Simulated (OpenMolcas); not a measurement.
K: CASPT2 settings compared

```yaml
Program: OpenMolcas
Basis: ANO-RCC-VDZ [5s4p]
Scalar_Hamiltonian: DKH2, point nucleus
Active_space: 1 electron in 4 orbitals (4s 4p)
State_averaging: 2S+1 = 2 even, 1 root; 2S+1 = 2 odd, 3 roots
Spin-orbit_coupling: state interaction with AMFI integrals over the reference wave functions, term energies averaged over their components
```

Methods on the same reference wave functions:
A. CASSCF
B. SS-CASPT2, IPEA 0.2 Eh, sigma1 regulariser 0.15 Eh (closed shells correlated: 3s 3p)
C. SS-CASPT2, IPEA 0.3 Eh, real shift 0.25 Eh (closed shells correlated: 3s 3p)
D. XMS-CASPT2, IPEA 0.75 Eh, imaginary shift 0.15 Eh (closed shells correlated: 3s 3p)

Energies in cm-1 above 4s 2S 1/2, the measured ground level; measured values from NIST Handbook of Basic Atomic Spectroscopic Data.

| Level | A | B | C | D | Measured |
| --- | --- | --- | --- | --- | --- |
| 4s 2S 1/2 | 0.0 | 0.0 | 0.0 | 0.0 | 0.0 |
| 4p 2P* 1/2 | 11537 | 11714 | 11707 | 11683 | 12985 |
| 4p 2P* 3/2 | 11576 | 11753 | 11745 | 11721 | 13043 |

Deviations, from unrounded energies. A percentage is the sum of absolute deviations over the sum of measured energies, with the sign that they share, or ± where signs differ.

| Against measurement | Levels | A | B | C | D |
| --- | --- | --- | --- | --- | --- |
| mean absolute deviation (cm-1) | 2 | 1500 | 1300 | 1300 | 1300 |
| other configurations (%) | 2 | -11.2 | -9.8 | -9.9 | -10.1 |

B, C, D lie about equally close to measurement and A furthest from it. The largest miss of B in the table is 4p 2P* 3/2, by -1300 cm-1. The ranking rests on the paired levels alone, and a cruder setting can come out closer through cancelling errors.

Among B to D the level of the table that moves most is 4p 2P* 1/2, by 32 cm-1 (lowest in D, highest in B).

The lowest spin-free term lies below A's lowest term by 0.034 hartree in B, 0.034 hartree in C, 0.034 hartree in D.

ANO sets are built for ground and valence states and can reach diffuse excited orbitals poorly. With one active electron the reference holds no correlation, so core polarisation is missing (holds for A). With one active electron, CASPT2 adds the correlation within the correlated inactive shells and between them and that electron, and leaves the splitting within a term as the reference gives it (holds for B; C; D). Measured partners are found by configuration, term and J. A level has none where our copy of the source lacks it or the pairing is in doubt (some pairs that miss far off the trend of their configuration count as doubtful), and it then counts in no deviation. Only configurations of the active space appear.

* marks odd parity.
